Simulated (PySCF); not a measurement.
NICS in rings of unrelated molecules.

NICS is the negative of the GIAO shielding at a point without a nucleus: at the ring centre (0) and 1 Å above and below it (1); zz is the component along the ring normal. Level: GIAO PBE0/pcSseg-1 (PySCF, non-relativistic, gas phase) on the GFN2-xTB geometries, one conformer each. Atom numbers follow the mapped SMILES.

**Question.** Order these rings by mean NICS(1)zz, lowest (most negative) first (ppm).
A. ring C6–C7–C8–C9 in `[N:1]#[C:2][C:3]1=[CH:4][SiH2:5][C@H:6]2[CH2:7][C@@H:8]1[CH2:9]2`
B. ring C2–N3–N4–N5–C6–C7 in `[CH3:1][c:2]1[n:3][n:4][n:5][cH:6][c:7]1[CH:8]([CH3:9])[CH3:10]`
C. ring C2–C3–C4–O6 in `[O:1]=[C:2]1[CH2:3][C@@H:4]([F:5])[O:6]1`
D. ring C3–C6–C7 in `[CH3:1][CH2:2][C@@:3]1([O:4][CH3:5])[CH2:6][C@H:7]1[C:8](=[O:9])[F:10]`
E. ring N2–C3–P4–C5–C7 in `[CH3:1][n:2]1[cH:3][p:4][c:5]([SiH3:6])[c:7]1[SiH3:8]`
F. ring P2–C3–C4–P5–C7–C8 in `[CH3:1][P:2]1[CH2:3][CH2:4][PH:5](=[S:6])[CH2:7][CH2:8]1`

**Answer.** E (-28.9), B (-26.6), D (-19.3), C (-0.4), A (0.9), F (4.3).

```csv
SMILES,ring,NICS(0),NICS(1),NICS(1)zz,HOMA,rms pucker (Å),ring atoms with four or more neighbours
Cn1cpc([SiH3])c1[SiH3],5-membered ring with N and P; formal bonds all aromatic,-12.3,-11.7,-28.9,0.84,0.00,0
Cc1nnncc1C(C)C,6-membered ring with 3 N; formal bonds all aromatic,-4.2,-11.3,-26.6,0.97,0.00,0
CC[C@@]1(OC)C[C@H]1C(=O)F,3-membered carbocycle; formal bonds all single,-41.0,-7.9,-19.3,–,0.00,3
O=C1C[C@@H](F)O1,4-membered ring with O; formal bonds all single,-1.9,-2.3,-0.4,–,0.01,2
N#CC1=C[SiH2][C@H]2C[C@@H]1C2,4-membered carbocycle; formal bonds all single,-0.9,-0.1,0.9,–,0.16,4
CP1CC[PH](=S)CC1,6-membered ring with 2 P; formal bonds all single,-3.5,-2.8,4.3,–,0.30,5
```

NICS(0) gives another order. The isotropic NICS(1) gives another order. HOMA uses Krygowski's 1993 parameters; it is left out where a ring has a four-coordinate atom, a triple bond, no multiple bond or a kind of bond without parameters. NICS(1) and NICS(1)zz are means over the two faces.
